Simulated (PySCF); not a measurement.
SrF, SMILES [F][Sr+], charge +1. The structure is a stationary point at PBE-D3(BJ)/def2-TZVPD. The multiplicity is an assumed one; other spin states were not compared. The def2 effective core potentials stand for the cores of Sr; spin–orbit coupling is left out.

Computed equilibrium geometry at PBE-D3(BJ)/def2-TZVPD (PySCF confirms it by a frequency run) as Cartesian coordinates in Å, and its point group:
point group C∞v.
```xyz
2

Sr     0.0000     0.0000    -0.3858
F      0.0000     0.0000     1.6291
```
Charge +1, spin multiplicity 1.
